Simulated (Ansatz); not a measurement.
Ideal-gas functions of `[NH2][Sc]([NH2])[F]` at 298.15 K and 1 bar, from an Ansatz frequency run at PBE0-D4/def2-TZVP.

Molar mass 96.0 g/mol, point group C2v (symmetry number 2), electronic degeneracy 1, moments of inertia 102.111, 103.257, 205.368 u Å². Harmonic wavenumbers (cm⁻¹, unscaled): 97, 134, 146, 300, 319, 400, 460, 510, 522, 597, 681, 702, 1543, 1551, 3541, 3542, 3629, 3629.

Use S(trans) = R[1.5 ln M + 2.5 ln T − 1.1517]; rotational temperatures θ = 24.2544 K / I; S(rot) = R[ln(√π/σ · √(T³/θAθBθC)) + 1.5]; for each mode x = 1.438777 ν̃/T, S = R[x/(eˣ − 1) − ln(1 − e⁻ˣ)] and H = RT x/(eˣ − 1); 1 cm⁻¹ = 0.0119627 kJ/mol; R = 8.31446 J/(mol·K).

Question: By hand: the entropy, in J/(mol·K).

Answer: Translation 165.8. Rotation: θ = 0.2375, 0.2349, 0.1181 K, giving 103.4. Vibration, mode by mode: 14.70, 12.08, 11.40, 5.93, 5.50, 4.03, 3.21, 2.65, 2.53, 1.90, 1.38, 1.27, 0.04, 0.04, 0.00, 0.00, 0.00, 0.00, in all 66.7. Electronic 0.0. Sum 335.9 J/(mol·K).

Question: By hand: H − E and G − E in kJ/mol, counted from the electronic energy.

Answer: Zero-point energy ½ × 22303 × 0.0119627 = 133.4; thermal vibration 11.2; translation, rotation and pV give 4 RT = 9.9. H − E = 154.5 kJ/mol, and G − E = 154.5 − 298.15 × 335.9/1000 = 54.4 kJ/mol.

Vibration gives 20 % of the entropy, 38.2 J/(mol·K) of it from the modes under 150 cm⁻¹: soft modes count most, and the harmonic formula is weakest for them. The sum counts one conformer and one mirror image; others add a mixing term.
